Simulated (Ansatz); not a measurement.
`[OH][Hf]([F])([F])[F]` + H₂S → `[OH][Hf]([F])([F])[SH]` + H–F at 298.15 K and 1 bar (ligand exchange at the Hf–F bond).

Calculated with Ansatz (gas phase, PBE0-D4/def2-TZVP geometries, no zero-point term in ΔE). CCSD(T)/CBS is the MP2 limit (def2-TZVPP, def2-QZVPP) plus CCSD(T) − MP2 in def2-TZVPP, frozen cores. This one scheme is used for every species. def2 core potentials past Kr. For Hf outer-core shells are correlated without core-valence functions, which leaves a few kJ/mol of doubt a bond. One conformer a species, not always the lowest.

```json
{"species": "`[OH][Hf]([F])([F])[F]`", "CCSD(T)/CBS energy (Eh)": "-423.37435", "H − E (kJ/mol)": "69.8", "S (J/(mol·K))": "355.7"}
{"species": "H₂S", "CCSD(T)/CBS energy (Eh)": "-398.97279", "H − E (kJ/mol)": "49.9", "S (J/(mol·K))": "205.7"}
{"species": "`[OH][Hf]([F])([F])[SH]`", "CCSD(T)/CBS energy (Eh)": "-721.92031", "H − E (kJ/mol)": "90.8", "S (J/(mol·K))": "395.3"}
{"species": "H–F", "CCSD(T)/CBS energy (Eh)": "-100.39570", "H − E (kJ/mol)": "33.5", "S (J/(mol·K))": "173.6"}
```

H − E and S are ideal-gas, rigid-rotor, harmonic terms from PBE0-D4/def2-TZVP, for one conformer and one mirror image of each species. 1 Eh = 2625.50 kJ/mol, R = 8.31446 J/(mol·K).

Q: By hand: ΔE, ΔH, ΔS and ΔG.

A: ΔE = (-721.92031) + (-100.39570) − (-423.37435) − (-398.97279) = 0.03113 Eh = 81.7 kJ/mol. Δ(H − E) = 90.8 + 33.5 − 69.8 − 49.9 = 4.6, so ΔH = 86.3 kJ/mol. ΔS = 395.3 + 173.6 − 355.7 − 205.7 = 7.5 J/(mol·K). ΔG = 86.3 − 298.15 × (7.5)/1000 = 84.1 kJ/mol.

Q: By hand: the equilibrium constant, and the temperature at which ΔG would vanish if ΔH and ΔS stayed fixed.

A: log₁₀ K = −ΔG/(RT ln 10) = -14.7. ΔG = 0 at ΔH/ΔS = 11507 K, far beyond where these terms or the molecules hold.

The number of gas molecules stays the same, so ΔS is small and ΔH decides. A doubt of 5 kJ/mol in ΔE shifts log₁₀ K by 0.9 here. Other conformers and mirror images would add mixing entropy, several J/(mol·K) or more a flexible species. These are equilibria of isolated gas molecules and say nothing of rates. Largest T1 diagnostic: 0.016 (customary marks: 0.02 for closed shells, 0.045 for open ones).
